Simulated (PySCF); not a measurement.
CdBr₂, SMILES [Br][Cd][Br]. Geometry optimised at PBE-D3(BJ)/def2-SVP. The structure was generated by enumeration; whether it is a known compound was not checked. The def2 effective core potentials stand for the cores of Cd; spin–orbit coupling is left out.

Computed equilibrium geometry at PBE-D3(BJ)/def2-SVP (PySCF confirms it by a frequency run) as a Z-matrix, and its point group:
point group D∞h.
```
Cd
Br 1 2.4200
Br 1 2.4200 2 180.00
```
Charge 0, spin multiplicity 1.
